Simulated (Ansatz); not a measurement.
Molecule: CNO, net charge 0, doublet state. It need not be the lowest isomer of its formula. 
Structure (B3LYP-D3(BJ)/def2-TZVP (Ansatz, an electronic-structure program) minimum search):
SMILES: C(=O)=[N]
```xyz
3

N      0.0000     0.0000    -1.2622
C      0.0000     0.0000    -0.0406
O      0.0000     0.0000     1.1348
```
Charge 0, spin multiplicity 2.

Property: atomisation energy (electronic, to ground-state atoms), in kJ/mol. Valence correlation only, unless marked. UHF or UKS for open shells. No spin-orbit coupling. No relativistic terms. The coupled-cluster limit lacks core correlation, which all-electron functionals hold. Basis-set limits of correlation are two-point, X^-3; Hartree-Fock from the larger set.

```tsv
level	program	atomisation energy (kJ/mol)	minus last row
HF/STO-3G	Ansatz	511.4	-806.6
BLYP/def2-TZVPD	Ansatz	1407.8	89.8
r2SCAN/def2-TZVPD	Ansatz	1358.9	40.9
B3LYP-D4/def2-TZVPD	Ansatz + dftd4	1355.9	37.9
B3LYP/def2-TZVPD	Ansatz	1351.3	33.3
PBE0/def2-SVP	Ansatz	1373.1	55.1
r2SCANh-D4/def2-TZVPD	Ansatz + dftd4	1326.3	8.3
B2GP-PLYP-D3(BJ)/def2-TZVPD	Ansatz + dftd3	1317.4	-0.6
B2PLYP-D3(BJ)/def2-TZVPD	Ansatz + dftd3	1337.9	19.9
SCS-MP2/aug-cc-pVDZ	Ansatz	1208.4	-109.6
CCSD/STO-3G	Ansatz	924.5	-393.5
CCSD/cc-pVQZ	Ansatz	1244.3	-73.7
CCSD(T) with core electrons/cc-pwCVTZ	Ansatz	1276.0	-42.0
CCSDT/cc-pVDZ	Ansatz	1177.3	-140.7
CCSD(T)/CBS(cc-pVTZ,cc-pVQZ)	Ansatz	1318.0	0.0
```
